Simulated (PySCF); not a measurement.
Structure from 2D NMR

Compound of formula C8H14Si. Correlations simulated from computed shifts and the bond graph:

HSQC (one-bond C–H):
```
  δH    δC
2.60  38.9
2.58  23.3
1.94  30.9
1.84  38.9
1.72  76.5
1.45  36.7
1.16  26.0
0.19  -8.3
```

COSY cross peaks (H two or three bonds apart, from the bond graph; peaks can be absent where the dihedral angle is near 90°):
```
  δH    δH
4.23  3.99
4.23  1.45
4.23  0.19
3.99  1.45
3.99  0.19
2.60  2.58
2.60  1.94
2.60  1.84
2.58  1.84
2.58  1.45
1.94  1.84
1.94  1.45
1.94  1.16
```

HMBC (two and three bonds, from the bond graph):
```
  δH                                  δC
4.23              36.7, 30.9, 23.3, -8.3
3.99              36.7, 30.9, 23.3, -8.3
2.60        94.6, 36.7, 30.9, 26.0, 23.3
2.58        94.6, 76.5, 38.9, 36.7, 30.9
1.94              38.9, 36.7, 26.0, 23.3
1.84        94.6, 36.7, 30.9, 26.0, 23.3
1.72                          94.6, 23.3
1.45  94.6, 38.9, 30.9, 26.0, 23.3, -8.3
1.16                    38.9, 36.7, 30.9
0.19                                36.7
```

Carbons without hydrogens: δ 94.6.

PySCF calculation with σ from GIAO-PBE0/pcSseg-1 and geometry: GFN2-xTB; relativity neglected, gas phase, single conformer, equivalent nuclei averaged.

Scale: TMS for ¹H and ¹³C (reference shieldings calculated alike).

Exchangeable hydrogens are left out of these lists.

Assemble the structure.

## Answers

`C#C[C@@H]1C[C@H](C)[C@H]1[SiH2]C`.

Structure with atom numbers: `[CH:1]#[C:2][C@@H:3]1[CH2:4][C@H:5]([CH3:6])[C@H:7]1[SiH2:8][CH3:9]`. Each H is labelled by its parent atom. Ha(C4) is cis to C2 on the ring; Ha(Si8) is pro-R; Hb(Si8) is pro-S; Hb(C4) is trans to C2 on the ring.

δC 94.6 is C2, an alkyne carbon. δC 76.5 is C1, a terminal alkyne carbon (δH 1.72). δC 38.9 is C4, an sp3 CH2 in a ring (δH 2.60, 1.84). δC 36.7 is C7, an sp3 CH bonded to Si (δH 1.45). δC 30.9 is C5, an sp3 CH in a ring (δH 1.94). δC 26.0 is C6, a methyl carbon (δH 1.16). δC 23.3 is C3, a propargylic sp3 CH (δH 2.58). δC -8.3 is C9, a methyl carbon bonded to Si (δH 0.19). HMBC from δH 2.60 reaches the proton-free carbon C2. HMBC from δH 2.58 reaches the proton-free carbon C2. HMBC from δH 1.84 reaches the proton-free carbon C2. HMBC from δH 1.72 reaches the proton-free carbon C2. COSY links 4.23–3.99, 4.23–1.45, 4.23–0.19, 3.99–1.45, 3.99–0.19, 2.60–2.58.

The shifts were computed for this structure.

Shifts are as computed. Against solution values, carbons near 30 ppm lie about +3 ppm off and those near 130 ppm about +5 ppm. Of 1309 compounds with measured shifts, 239 miss one by over three times the rms of a fit or turn the order of signals round; such compounds aren't used in these exercises.
